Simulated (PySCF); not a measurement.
Fluorine: a sound run and one with changed settings

Sound run: F²⁺ [He] 2s2 2p3, F³⁺ [He] 2s2 2p2. Calculation: PySCF 2.14, in aug-cc-pVDZ-DK (4s3p2d, 23 functions); the spin-free X2C one-electron Hamiltonian (Gaussian nucleus). In the sound run the correlated levels freeze 1s2. The sound run starts from symmetry-adapted Hartree-Fock orbitals and uses a fine grid where one is needed.

Changed run: all electrons correlated in a basis built for the valence shell.

```
species   method  sound run (hartree)  changed run (hartree)  converged
    F²⁺      MP2            -97.73404              -97.73576        yes
    F²⁺  CCSD(T)            -97.74904              -97.75064        yes
    F³⁺      MP2            -95.43560              -95.43732        yes
    F³⁺  CCSD(T)            -95.45928              -95.46080        yes
```

Ionisation energy of F²⁺:

| method | sound run (eV) | changed run (eV) |
| --- | --- | --- |
| UHF | 62.220 | 62.220 |
| MP2 | 62.544 | 62.544 |
| SCS-MP2 | 62.362 | 62.361 |
| CCSD | 62.308 | 62.311 |
| CCSD(T) | 62.307 | 62.310 |

A valence basis has no tight correlating functions, so it recovers only part of the core correlation, and not evenly between atom and ion.

For comparison, NIST gives 62.708 eV between the lowest levels.
